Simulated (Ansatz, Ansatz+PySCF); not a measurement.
```yaml
atoms:
  - { symbol: Cu, position_ang: [-0.0209, 0.0131, 0.0275] }
  - { symbol: H, position_ang: [-0.0653, -0.0169, 1.3431] }
```

Basis set: def2-SVP (spherical functions). Frozen core: 5 orbitals. Charge 0, multiplicity 1.

Computed with Ansatz (development build ahead of 0.2.0); each method stands on the lowest determinant of its kind that the runs found. Restricted open shells among the atoms or ions are ROHF, correlated in semicanonical orbitals with singles.

Question: Give the atomization energy at this shape (free ground-state atoms in the same class of orbitals less the molecule, no zero-point energy) of singlet CuH by RHF-MP2, RHF.

Answer:

| method | atomization energy |
| --- | --- |
| RHF-MP2 | 52.50 kcal/mol |
| RHF | 21.82 kcal/mol |
